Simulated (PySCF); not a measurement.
**Radial density of Pt (platinum, neutral)**

TPSSh, [Xe] 4f14 5d8 6s1 7s1, high-spin 5F determinant (an excited configuration). Computed with PySCF 2.14 in aug-cc-pVTZ-PP with one added diffuse shell each of s, p, d, f, g type with ECP60MDF (7s7p6d4f3g, 113 functions), with scalar relativity through the core potential. This is the valence pseudo-density: the core potential removes the inner electrons and smooths the orbitals near the nucleus.

```json
{"r (bohr)": "0.150", "4πr²ρ (e/bohr)": "0.0001182", "4πr²(ρα − ρβ)": "0.0000"}
{"r (bohr)": "0.253", "4πr²ρ (e/bohr)": "0.004614", "4πr²(ρα − ρβ)": "0.0005"}
{"r (bohr)": "0.425", "4πr²ρ (e/bohr)": "0.4084", "4πr²(ρα − ρβ)": "0.0256"}
{"r (bohr)": "0.715", "4πr²ρ (e/bohr)": "9.044", "4πr²(ρα − ρβ)": "0.5360"}
{"r (bohr)": "1.20", "4πr²ρ (e/bohr)": "13.57", "4πr²(ρα − ρβ)": "1.5182"}
{"r (bohr)": "2.02", "4πr²ρ (e/bohr)": "3.919", "4πr²(ρα − ρβ)": "1.2523"}
{"r (bohr)": "3.40", "4πr²ρ (e/bohr)": "0.5152", "4πr²(ρα − ρβ)": "0.2974"}
{"r (bohr)": "5.72", "4πr²ρ (e/bohr)": "0.1243", "4πr²(ρα − ρβ)": "0.1216"}
{"r (bohr)": "9.63", "4πr²ρ (e/bohr)": "0.1263", "4πr²(ρα − ρβ)": "0.1263"}
{"r (bohr)": "16.2", "4πr²ρ (e/bohr)": "0.002269", "4πr²(ρα − ρβ)": "0.0023"}
```

Energies and moments cover only the electrons outside the core potential. Spin-orbit coupling, absent here, splits the open shell strongly. The outer electron is Rydberg-like, and this basis confines it to a smaller radius and binds it less than a complete one would.
